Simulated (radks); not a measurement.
Values are calculated unless marked as measured or tabulated.
Problem. The mean radii <r> (bohr) of the occupied orbitals of an atom or ion are listed with their occupations. Code: a radial shooting solver on a logarithmic mesh with Libxc functionals. Model: scalar-relativistic Kohn-Sham, PBE, spin-polarised, spherical densities, finite nucleus; Fermi nuclear charge, rms radius of each element as measured or else 0.836 A^(1/3) + 0.57 fm.

| orbital | occ. | <r> |
|---|---|---|
| 1s up | 1 | 0.03185 |
| 1s down | 1 | 0.03185 |
| 2s up | 1 | 0.1384 |
| 2s down | 1 | 0.1383 |
| 2p up | 3 | 0.1206 |
| 2p down | 3 | 0.1206 |
| 3s up | 1 | 0.3793 |
| 3s down | 1 | 0.3792 |
| 3p up | 3 | 0.3787 |
| 3p down | 3 | 0.3786 |
| 3d up | 5 | 0.3575 |
| 3d down | 5 | 0.3574 |
| 4s up | 1 | 0.9345 |
| 4s down | 1 | 0.9317 |
| 4p up | 3 | 1.017 |
| 4p down | 3 | 1.014 |
| 4d up | 5 | 1.276 |
| 4d down | 1 | 1.280 |
| 5p up | 2 | 2.803 |

Name the element and its charge. Open shells, if any, are filled with parallel spins first.

Solution. Z = 46, palladium, charge +2: Pd2+ in [Kr] 4d6 5p2. The 1s radius gives Z: for a bare nucleus <r> = (2 gamma + 1)/(2Z) with gamma = sqrt(1 - (Z/c)^2), 0.03135 bohr for Z = 46, and screening makes it slightly larger (0.03185 here). The occupations add up to 44, and the charge is Z minus that.
